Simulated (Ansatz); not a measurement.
Two members of one family ((CdS)n off), computed with Ansatz in the gas phase; def2 core potentials for Cd, no spin–orbit coupling. Binding counts from free atoms in the multiplicity of their measured ground term, without zero-point energy. The structures are stationary points that may keep the symmetry of their start.

First: Cd3S4 (singlet, charge 0, PBE-D4/def2-SVP geometry).

```xyz
7

Cd    1.6612   -0.6324   -0.7563
Cd   -1.6777    0.9545   -0.0729
Cd    0.0414   -0.7750    2.0012
S     2.3235   -1.1798    1.4623
S    -2.2519   -0.1456    1.9577
S     0.3389   -0.0422   -2.6637
S    -0.4352    1.8206   -1.9281
```

```
              level  HOMO (eV)  LUMO (eV)  gap (eV)  binding per atom (eV)
    PBE-D4/def2-SVP      -5.53      -3.10      2.43                   2.12
   PBE-D4/def2-TZVP      -5.58      -3.13      2.45                   2.12
r2SCAN-D4/def2-TZVP      -5.77      -2.97      2.80                   2.11
   PBE0-D4/def2-SVP      -6.54      -2.36      4.18                   2.05
  PBE0-D4/def2-TZVP      -6.57      -2.36      4.21                   2.07
```

Second: Cd4S5 (singlet, charge 0, PBE-D4/def2-SVP geometry).

```xyz
9

Cd   -0.9543   -1.6134    0.4856
Cd    2.0249   -0.3938    0.9609
Cd    0.6766    0.2711   -1.7718
Cd   -0.3188    1.6624    0.8968
S    -1.7473    1.1143   -1.2330
S    -2.8746   -0.6215   -0.7479
S    -0.0336   -0.2765    2.5179
S     1.9989    1.8975   -0.2448
S     1.2282   -2.0401   -0.8636
```

Q: Estimate the same table for the second.

A: 
| level | HOMO (eV) | LUMO (eV) | gap (eV) | binding per atom (eV) |
| --- | --- | --- | --- | --- |
| PBE-D4/def2-SVP | -5.25 | -4.00 | 1.25 | 2.15 |
| PBE-D4/def2-TZVP | -5.31 | -4.00 | 1.31 | 2.12 |
| r2SCAN-D4/def2-TZVP | -5.50 | -3.86 | 1.64 | 2.12 |
| PBE0-D4/def2-SVP | -6.24 | -3.32 | 2.92 | 2.10 |
| PBE0-D4/def2-TZVP | -6.27 | -3.29 | 2.98 | 2.09 |
